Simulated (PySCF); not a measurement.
Compound: C₄H₃BrN₂.
SMILES with atom numbers: `[Br:1][c:2]1[cH:3][n:4][cH:5][cH:6][n:7]1` (hydrogens: H8 on C3; H9 on C5; H10 on C6)

Method: PySCF, PBE0/def2-SVP geometry optimisation, gas phase.

What internal coordinates does the optimisation give?

```tsv
bond	length (bohr)
Br1–C2	3.572
C2–C3	2.652
C3–N4	2.501
N4–C5	2.517
C5–C6	2.633
C6–N7	2.518
C2–N7	2.480
C3–H8	2.069
C5–H9	2.069
C6–H10	2.070
```

A selection of angles:
```tsv
angle	degrees
Br1–C2–C3	119.0
Br1–C2–N7	118.4
C3–C2–N7	122.6
C2–C3–N4	120.5
C2–C3–H8	121.0
N4–C3–H8	118.5
C3–N4–C5	117.4
N4–C5–C6	121.5
N4–C5–H9	117.5
C6–C5–H9	121.0
C5–C6–N7	121.3
C5–C6–H10	121.4
N7–C6–H10	117.3
C2–N7–C6	116.8
```

N4 (pyridine-type nitrogen) is bent (angle 117.4°). The 7 heavy atoms lie in one plane (0.000 Å rms). The 6-membered ring C2–C3–N4–C5–C6–N7 has internal angles of 116.8° to 122.6° (sum 720°, against 720° for a flat polygon); it is planar, 0.00 Å rms from its mean plane, widest ring torsion 0°.

Point group: Cs (every atom within 0.08 Å of its image). No PBE0/def2-SVP frequencies stand behind this structure, so it isn't proved a minimum.

The run took 58 s wall on one thread of an Arm Neoverse N1, shared host with 64 logical CPUs at a one-minute load of 55, and the process peaked at 0.56 GiB of memory. This is the geometry optimisation.
